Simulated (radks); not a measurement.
Results of a calculation; reference values are marked as such.
Question: The mean radii <r> (bohr) of the occupied orbitals of an atom or ion are listed with their occupations. Level of theory: scalar-relativistic Kohn-Sham, PBEsol, spin-polarised, spherical densities, finite nucleus; Fermi nuclear charge, rms radius of each element as measured or else 0.836 A^(1/3) + 0.57 fm (a radial shooting solver on a logarithmic mesh with Libxc functionals).

| orbital | occ. | <r> |
|---|---|---|
| 1s | 2 | 0.02905 |
| 2s | 2 | 0.1234 |
| 2p | 6 | 0.1074 |
| 3s | 2 | 0.2978 |

Name the element and its charge. Open shells, if any, are filled with parallel spins first.

Answer: Z = 50, tin, charge +38: Sn38+ in [Ne] 3s2. The 1s radius gives Z: for a bare nucleus <r> = (2 gamma + 1)/(2Z) with gamma = sqrt(1 - (Z/c)^2), 0.02862 bohr for Z = 50, and screening makes it slightly larger (0.02905 here). The occupations add up to 12, and the charge is Z minus that.
